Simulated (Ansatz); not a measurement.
Reaction (substitution at a C–Si bond): `FC[SiH2]CBr` + HI → `BrCI` + `FC[SiH3]`

Program: Ansatz. Geometries: PBE0-D4/def2-TZVP. ΔE: electronic, gas phase. CCSD(T)/CBS is the MP2 limit (def2-TZVPP, def2-QZVPP) plus CCSD(T) − MP2 in def2-TZVPP, frozen cores. Functionals use def2-TZVPP. B3LYP here is the variant with VWN-RPA as its local correlation; programs differ in this. Elements past krypton have def2 core potentials. For Br, I outer-core shells are correlated without core-valence functions, which leaves a few kJ/mol of doubt a bond. Scalar relativity is left out up to krypton. Each species was taken in one conformer, which may not be the lowest.

| species | B3LYP-D4 energy (Eh) |
| --- | --- |
| `FC[SiH2]CBr` | -3043.46227 |
| HI | -298.40630 |
| `BrCI` | -2911.31440 |
| `FC[SiH3]` | -430.53257 |

Task: Work out ΔE.

Result: ΔE = (-2911.31440) + (-430.53257) − (-3043.46227) − (-298.40630) = 0.02160 Eh = +56.7 kJ/mol. CCSD(T)/CBS gives +55.9 kJ/mol.

Largest T1 diagnostic among the species: 0.011.

The D4 term adds +3.9 kJ/mol with B3LYP and +2.7 kJ/mol with PBE0; it sums over pairs of atoms, weighted by their polarisabilities, and B3LYP, whose exchange is more repulsive, gets the larger term. From PBE to PBE0 (25 % exact exchange), in def2-TZVPP and without D4, ΔE moves by +5.8 kJ/mol.
